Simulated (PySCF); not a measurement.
Excitations are Tamm–Dancoff values on a coarser integration grid. The basis has no diffuse functions, so Rydberg states are missing or too high.

Z-matrix (Å, degrees):
```
C
C 1 1.3316
H 1 1.0864 2 118.52
H 2 1.0868 1 113.88 3 0.00
C 1 1.4573 3 111.61 2 180.00
C 5 1.3253 1 123.03 3 -0.05
H 6 1.0792 5 122.10 1 -179.99
H 6 1.0812 7 118.31 5 -180.00
Cl 5 1.7393 6 119.26 7 0.00
Si 2 1.8725 4 112.61 1 -179.99
H 10 1.4760 2 112.88 4 117.35
H 10 1.4760 11 109.90 2 -126.97
H 10 1.4817 11 107.88 12 -117.38
```
Charge 0, multiplicity 1.

Problem. Predict the T1 excitation (TDA), brightest of the four lowest singlets (TDA), S1 oscillator strength, HOMO–LUMO gap and S1–T1 gap (TDA) from PBE-D3(BJ)/def2-TZVP // CAM-B3LYP-D3(BJ)/def2-TZVP (PySCF 2.14.0).

Solution. 
T1 excitation (TDA): 3.01 eV
brightest of the four lowest singlets (TDA): 5.56 eV
S1 oscillator strength: 0.001
HOMO–LUMO gap: 3.64 eV
S1–T1 gap (TDA): 1.92 eV
